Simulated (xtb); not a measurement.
xtb input (GFN-FF):

```bash
xtb mol.xyz --gfnff --opt tight --chrg 0 --uhf 0
```
mol.xyz:
```
6

B      0.00058351     0.00644467    -1.33555701
H      1.16742881     0.01008716    -1.64248630
H     -0.58450947     1.01723849    -1.63839176
H     -0.58076584    -1.00354088    -1.64814131
C     -0.00008043    -0.00088834     0.18409470
O     -0.00057356    -0.00633476     1.31277952
```

End of the output:

```
         :::::::::::::::::::::::::::::::::::::::::::::::::::::
         ::                     SUMMARY                     ::
         :::::::::::::::::::::::::::::::::::::::::::::::::::::
         :: total energy              -0.846560302066 Eh    ::
         :: gradient norm              0.000118712461 Eh/a0 ::
         ::.................................................::
         :: bond energy               -0.835701410055 Eh    ::
         :: angle energy               0.001405485252 Eh    ::
         :: torsion energy             0.000000000000 Eh    ::
         :: repulsion energy           0.052340114989 Eh    ::
         :: electrostat energy        -0.063289718169 Eh    ::
         :: dispersion energy         -0.001375056561 Eh    ::
         :: HB energy                  0.000000000000 Eh    ::
         :: XB energy                  0.000000000000 Eh    ::
         :: bonded atm energy          0.000060282478 Eh    ::
         :: external energy            0.000000000000 Eh    ::
         :: add. restraining           0.000000000000 Eh    ::
         :: total charge               0.000000000000 e     ::
         :::::::::::::::::::::::::::::::::::::::::::::::::::::

           -------------------------------------------------
          |                Property Printout                |
           -------------------------------------------------

molecular dipole:
                 x           y           z       tot (Debye)
 q only:        0.001       0.008      -1.661       4.221
           -------------------------------------------------
          |                Geometry Summary                 |
           -------------------------------------------------

      molecular mass/u    :       41.8449911
   center of mass at/Å    :       -0.0000545      -0.0006024       0.1248474
  moments of inertia/u·Å² :        0.3694710E+01   0.5698856E+02   0.5698856E+02
rotational constants/cm⁻¹ :        0.4562640E+01   0.2958073E+00   0.2958073E+00

 * 5 selected distances

     #   Z          #   Z                                           value/Å
     1   5 B        2   1 H                                       1.1783401
     1   5 B        3   1 H                                       1.1783401
     1   5 B        4   1 H                                       1.1783401
     1   5 B        5   6 C                                       1.4863014 (max)
     5   6 C        6   8 O                                       1.1378440 (min)

 * 3 distinct bonds (by element types)

   Z      Z             #   av. dist./Å        max./Å        min./Å
   1 H    5 B           3     1.1783401     1.1783401     1.1783401
   5 B    6 C           1     1.4863014     1.4863014     1.4863014
   6 C    8 O           1     1.1378440     1.1378440     1.1378440

optimized geometry written to: xtbopt.xyz

           -------------------------------------------------
          | TOTAL ENERGY               -0.846560302066 Eh   |
          | GRADIENT NORM               0.000118712461 Eh/α |
Note: The following floating-point exceptions are signalling: IEEE_UNDERFLOW_FLAG IEEE_DENORMAL
normal termination of xtb
           -------------------------------------------------
########################################################################
[WARNING] Runtime exception occurred
-1- gfnff_setup: Could not read topology file.
########################################################################

------------------------------------------------------------------------
------------------------------------------------------------------------
 total:
 SCF:
 ANC optimizer:
```
